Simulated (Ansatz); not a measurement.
Geometry optimisation, RKS PBE-D4/6-31G* (Ansatz).

The input (input.yaml):

```yaml
crystal:
  periodic: [false, false, false]
  atoms:
    - { symbol: Al, position_ang: [0.0, 0.0, 0.0] }
    - { symbol: H, position_ang: [1.104, 0.0, 1.3707] }
    - { symbol: F, position_ang: [1.8591, 0.0, 0.3402] }
    - { symbol: O, position_ang: [-1.5415, 0.0, -0.89] }
    - { symbol: Si, position_ang: [-2.6907, -1.2238, -0.8267] }
    - { symbol: H, position_ang: [-2.2881, -2.2198, 0.162] }
    - { symbol: H, position_ang: [-3.9833, -0.6595, -0.4496] }
    - { symbol: H, position_ang: [-2.8007, -1.8572, -2.1376] }
basis:
  gaussian: { orbitals: "6-31G*" }
hamiltonian:
  xc: pbe
  dispersion: d4
relax:
  f_tol: 0.15
  max_steps: 25
  restrain:
    - { distance: [1, 2], at: 2.12, k: 30.0 }
    - { distance: [0, 1], at: 1.56, k: 30.0 }
    - { distance: [0, 2], at: 1.69, k: 30.0 }
```

Command:

```bash
$ ansatz run input.yaml --threads 1 --pin off --max-ram 2048MiB --backend cpu --events-out ev --progress --plain --runs-dir out
```

Task: Where does it end, and by what steps?

Result: The run converged. The restraints hold the end off the free minimum. After 9 steps the energy has fallen by 2.796 eV (the restraints' own energy left out); F3 moved furthest, 0.82 Å.

```tsv
step	energy less start (eV)	largest force component (eV/Å)	accepted
0	0.0000	1.124	yes
1	-0.7999	2.186	yes
2	-1.8057	1.775	yes
3	-2.5685	1.493	yes
4	-2.7341	1.515	yes
5	-2.7510	1.522	yes
6	-2.7797	1.421	yes
7	-2.7967	1.467	yes
8	-2.7998	1.288	no
9	-2.7961	1.441	yes
```

```xyz
8
Properties=species:S:1:pos:R:3
Al 0.223 -0.062 0.261
H 0.886 0.150 1.642
F 1.701 0.373 -0.369
O -1.214 -0.510 -0.526
Si -2.655 -1.295 -0.796
H -2.779 -2.484 0.116
H -3.799 -0.357 -0.545
H -2.705 -1.776 -2.214
```

The run took 23 s on 1 thread of Arm Neoverse V2, on a shared host, peak memory 0.16 GiB.
